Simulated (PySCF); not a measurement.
C7H9N (charge -1 and doublet state).
Numbering: `[H]/[C-:1]=[C:2]/[C@H:3]1[CH:4]=[CH:5][CH2:6][N:7]1[CH3:8]` (hydrogens: H9 on C1; H10 on C3; H11 on C4; H12 on C5; H13, H14 on C6; H15, H16, H17 on C8)

Geometry (GFN2-xTB, Å), atoms numbered from 1 in this order:
```xyz
17
C7H9N angstrom
C      3.0217   -0.6966    0.7304
C      1.9589   -0.1080    0.4799
C      0.6707   -0.1059   -0.2237
C      0.1239   -1.4838   -0.4672
C     -1.0955   -1.6311    0.1830
C     -1.5655   -0.2816    0.6082
N     -0.3547    0.5295    0.6250
C     -0.5565    1.9247    0.3855
H      3.9522   -0.5929    1.2375
H      0.8089    0.4658   -1.1774
H      0.7621   -2.2904   -0.7910
H     -1.5423   -2.5427    0.5566
H     -2.3189    0.1578   -0.1031
H     -2.0420   -0.2614    1.6069
H     -0.9980    2.1467   -0.6127
H      0.4001    2.4470    0.4573
H     -1.2321    2.3349    1.1443
```

The hyperfine couplings belong to this conformer and change with its torsions.

Method used: PySCF, UKS B3LYP, pcH-1 on C H N, non-relativistic, mean-field spin-orbit, GIAO. Whether the extra electron is bound in the gas phase wasn't checked; a finite basis holds it in any case. The geometry wasn't refined by DFT: couplings that depend on bond lengths, twists or pyramidal angles can differ widely from those at the functional's own minimum, by a factor of two or more for some ions and for spin on atoms past the first row. Stability of the SCF solution: not tested.

Principal values of hyperfine tensors in MHz (contact and dipolar terms together), for some of the nuclei:

```tsv
atom	isotope	A1	A2	A3
C2	13C	32.97	34.17	88.30
C3	13C	41.59	44.53	50.12
C1	13C	19.26	20.13	95.17
C4	13C	22.45	27.30	83.39
H9	1H	23.24	36.28	47.84
C5	13C	10.41	11.76	73.45
H10	1H	20.48	25.00	30.14
H13	1H	16.09	18.24	22.63
```

Split each tensor into its isotropic and traceless parts, and turn a_iso into mT with g = 2.0020.

a_iso = (A1 + A2 + A3)/3, Ti = Ai − a_iso; 1 mT corresponds to 28.021 MHz.

| atom | a_iso (MHz) | a_iso (mT) | T1 | T2 | T3 |
| --- | --- | --- | --- | --- | --- |
| C2 | 51.81 | 1.849 | -18.85 | -17.64 | 36.48 |
| C3 | 45.41 | 1.621 | -3.82 | -0.88 | 4.71 |
| C1 | 44.85 | 1.601 | -25.59 | -24.72 | 50.31 |
| C4 | 44.38 | 1.584 | -21.93 | -17.08 | 39.01 |
| H9 | 35.79 | 1.277 | -12.55 | 0.49 | 12.05 |
| C5 | 31.87 | 1.137 | -21.46 | -20.11 | 41.58 |
| H10 | 25.21 | 0.900 | -4.73 | -0.21 | 4.93 |
| H13 | 18.99 | 0.678 | -2.90 | -0.75 | 3.64 |

What spin density at the nucleus of C5 lies behind its contact coupling (g_N = 1.40482)?

a_FC = 800.24 MHz bohr³ × g_N × ρ(0)/(2S). With a_FC = 31.87 MHz and 2S = 1, ρ(0) = 0.02835 bohr⁻³.

N7 (14N, g_N = 0.40376) isn't in the table. Its spin density at the nucleus is 0.05827 bohr⁻³. What is its contact coupling?

By the same relation, a_FC = 18.83 MHz. Its full tensor has the principal values 18.46, 18.71, 19.31 MHz.

Name the largest traceless tensor T of the table and describe it.

C1: -25.6, -24.7, 50.3 MHz, axial, in the ratio −1:−1:+2, the form that spin in one p orbital centred on that nucleus gives.

In a single crystal, with the field along each principal axis of the tensor of C3 in turn, what first-order splitting does this nucleus give (isotropic g, quadrupole terms neglected)?

2 lines (I = 1/2), spaced by |A_i|/(g × 13.996): 1.48, 1.59, 1.79 mT along the axes of A1, A2 and A3.

The run took 2.1 min of wall time (grids of density and orbitals included) on Arm Neoverse N1, one thread, no GPU, shared host with 32 logical CPUs at a one-minute load of 15, and the process peaked at 1.1 GiB of memory.

The SMILES draws the unpaired electron on C2; the largest computed Mulliken spin population is on C1 (0.30 against 0.18).
